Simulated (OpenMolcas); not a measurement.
Sc2+ (d1) among equal point charges was computed by CASSCF with the d shell active (OpenMolcas, ANO-RCC-VDZP on the metal). Its lowest spin-free states, and all those of the highest spin:

```tsv
2S+1	Degeneracy	E (cm-1)
2	1	0.0
2	2	11488
2	1	20925
2	1	29898
```

Task: Is the site octahedral, tetrahedral or cube-like, axial, or of lower symmetry?

Result: The states with 2S+1 = 2 have orbital degeneracies 1, 2, 1, 1. There are pairs but no triples, so the site is axial: not cubic, but with a proper or improper axis of order three or more. The run had Sc2+ among 4 point charges of -1.25 e arranged as a square (D4h), 2.08 Å from the ion.

This is an electrostatic model: the charges have no orbitals. No measured value stands beside these numbers.
